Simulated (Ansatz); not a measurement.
Abridged output of a molecular run in Ansatz:

```
Functional definition: HF
883 factors; integrals over basis functions are off by at most 1.4e-3 eV
mean field evaluation 1: about -24488.3389 eV, gradient 3.5e1 eV
mean field evaluation 2: about -24488.3429 eV, gradient 3.5e1 eV
mean field evaluation 4: about -24490.9746 eV, gradient 3.1e0 eV
mean field evaluation 8: about -24491.0119 eV, gradient 3.8e-4 eV
mean field -24491.01186085 eV, -900.0280852823 hartree, gradient 2.3e-6 eV, S^2 0.000000; 0 other end points of the search recorded, 0 dependent functions left out
13 core orbitals not correlated: weight in the atoms' cores, before any rotation towards them, 1.000 or more for the frozen orbitals, at most 0.000 for the correlated occupied ones
reference -24491.01186085 eV, -900.0280852823 hartree; 15, 15 occupied and 65, 65 virtual orbitals, 883 factors
second order -19.69849708 eV of doubles, -0.00000000 eV of singles
cycle   1  -20.03395940 eV  change   -3.4e-1 eV  update   1.1e-1
cycle   2  -20.51852007 eV  change   -4.8e-1 eV  update   3.1e-2
cycle   3  -20.64435047 eV  change   -1.3e-1 eV  update   1.6e-2
cycle   4  -20.63829771 eV  change    6.1e-3 eV  update   3.7e-3
cycle   5  -20.63631478 eV  change    2.0e-3 eV  update   1.6e-3
cycle   6  -20.63664441 eV  change   -3.3e-4 eV  update   5.7e-4
cycle   7  -20.63633167 eV  change    3.1e-4 eV  update   2.2e-4
cycle   8  -20.63626158 eV  change    7.0e-5 eV  update   6.9e-5
cycle   9  -20.63628854 eV  change   -2.7e-5 eV  update   2.8e-5
perturbative correction -0.57616057 eV, -0.0211735102 hartree
Total energy: -24512.22430995 eV, -900.8076284084 hartree
```

Its atoms:

```xyz
8

O     0.018   -1.040    1.344
C    -0.494   -0.252    0.343
S    -0.232   -0.875   -1.473
Si    0.620    0.810   -0.654
F     0.132    2.251   -1.116
H    -0.561   -1.796    1.487
H    -1.545    0.012    0.452
H     2.063    0.891   -0.382
```

**Question.** Which basis set was used?
A. def2-SVP
B. cc-pV(T+d)Z
C. def2-TZVPPD
D. def2-TZVPP

**Answer.** A. It gives 93 functions.

**Question.** Write the keys of the input that set method, charge and spin (a neutral closed shell needs none for the last two).

**Answer.** 
```yaml
correlation: {method: ccsd_t}
```
